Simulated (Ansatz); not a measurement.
Reaction (redistribution): `NC(F)([SiH3])[SiH3]` + `[OH][Al]([F])[SH]` → `[OH][Al]([F])[SiH3]` + `NC(F)([SiH3])S`

Calculated with Ansatz (gas phase, PBE0-D4/def2-TZVP geometries, no zero-point term in ΔE). CCSD(T)/CBS is the MP2 limit (def2-TZVPP, def2-QZVPP) plus CCSD(T) − MP2 in def2-TZVPP, frozen cores. Functionals use def2-TZVPP. B3LYP here is the variant with VWN-RPA as its local correlation; programs differ in this. One conformer a species, not always the lowest.

```
        level  ΔE (eV)
     B3LYP-D4     1.25
      ωB97X-V     1.23
       B2PLYP     1.27
       r2SCAN     1.26
         PBE0     1.16
HF/def2-QZVPP     1.34
 HF/CBS(def2)     1.34
MP2/CBS(def2)     1.35
```

Question: What does CCSD(T)/CBS give? (Estimate.)

Answer: Ansatz gave: +1.27 eV. The listed levels differ from it by -0.02, -0.04, 0.00, -0.01, -0.11, 0.07, 0.07, 0.08 eV.

Largest T1 diagnostic among the species: 0.013.

From PBE to PBE0 (25 % exact exchange), in def2-TZVPP and without D4, ΔE moves by +0.06 eV.
